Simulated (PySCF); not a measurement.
**Working out the ionisation energy of Mn**

Mn [Ar] 3d5 4s2 (6S) → Mn⁺ [Ar] 3d5 4s1 (7S). Calculation: PySCF 2.14, in ANO-R3; scalar relativity by spin-free X2C-1e. Frozen: [Ne]. Energies in hartree (1 hartree = 27.21139 eV):

```
             part    Mn (lower)   Mn⁺ (upper)
              UHF  -1157.405181  -1157.183814
MP2 opposite-spin     -0.348519     -0.314849
    MP2 same-spin     -0.193573     -0.189311
```

Task: What does Hartree-Fock give?

Result: (-1157.183814) − (-1157.405181) = 0.221367 hartree = 6.024 eV.

Task: What do MP2 and SCS-MP2 (6/5 opposite-spin, 1/3 same-spin) give?

Result: The opposite-spin parts differ by 0.916 eV and the same-spin parts by 0.116 eV. MP2: 6.024 + (0.916) + (0.116) = 7.056 eV. SCS-MP2: 6.024 + 1.2 × (0.916) + (0.116)/3 = 7.162 eV.

Measured between the centres of the two terms (NIST): 7.434 eV, so MP2 (valence and next inner shell) is off by -0.378 eV.

What remains against the reference includes basis incompleteness, the frozen core and correlation beyond second order.
